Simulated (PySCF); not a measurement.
**Ionisation energy of Sr by level of theory**

Sr [Kr] 5s2 (1S) → Sr⁺ [Kr] 5s1 (2S), as a difference of total energies. Computed with PySCF 2.14 in x2c-SVPall (6s4p5d1f, 50 functions), with the spin-free X2C one-electron Hamiltonian (Gaussian nucleus). Correlated levels: valence: [Kr] frozen. The calculations carry no spin-orbit coupling.

| method | ionisation energy (eV) | error (eV) |
| --- | --- | --- |
| UHF | 4.774 | -0.921 |
| M06-L | 5.802 | +0.107 |
| PBE | 5.794 | +0.099 |
| MP2 (valence) | 5.203 | -0.492 |
| SCS-MP2 (valence) | 5.288 | -0.407 |
| CCSD (valence) | 5.433 | -0.262 |

Reference: 5.695 eV (measured; NIST Atomic Spectra Database, ionization energies).

Errors of the correlated levels include the incompleteness of this basis and the frozen core.

With two correlated electrons CCSD is exact in that space.

The coupled-cluster amplitudes are large for Sr (T1 above 0.03 or a double amplitude above 0.15), so a single reference is strained.
